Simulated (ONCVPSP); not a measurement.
## Before and after: ONCV potential for hydrogen

hydrogen, optimised norm-conserving Vanderbilt (ONCV), made with ONCVPSP 4.0.1 (PBE, scalar-relativistic). Core none, reference 1s1. Waves: 1s: rc 1.25 bohr, ncon 4, nbas 7, qcut 4.9 1/bohr, 1 projector; p scattering state at 0.45 Ha: rc 1.25 bohr, ncon 4, nbas 7, qcut 7.9 1/bohr, 2 projectors, debl 3.4 Ha. Local part: polynomial inside 0.95 bohr (lpopt 5, dvloc0 0 Ha). Core correction: none.

Change: s: rc 1.82.

Cutoffs: the cutoffs (Ha) at which the residual kinetic energy of the hardest occupied pseudo-wave falls to 1 and 0.1 mHa per electron; they do not see the model core or the augmentation charge, which bear on the density cutoff. Errors are all-electron minus pseudo energies relative to the spin-unpolarised reference configuration.

Task: How do hardness, ghosts and transferability respond?

Result: The potential gets softer (13 Ha and 61 Ha → 8.3 Ha and 11 Ha); neither file shows a bound ghost. A larger radius leaves more room for a smooth pseudo-wave, so fewer plane waves are needed.

| quantity | base | changed |
| --- | --- | --- |
| cutoff, loose | 13 Ha | 8.3 Ha |
| cutoff, tight | 61 Ha | 11 Ha |
| bound ghosts | none | none |
| GHOST(+) flags under 300 eV | none | none |
| error for 1s0.5, meV [ΔE 4.76 eV] | +3.2 | +10.0 |
| p: phases at 1.27 bohr within 0.05 rad from the reference energy up to (Ha; the scan ends near 5) | to the end of the scan | to the end of the scan |
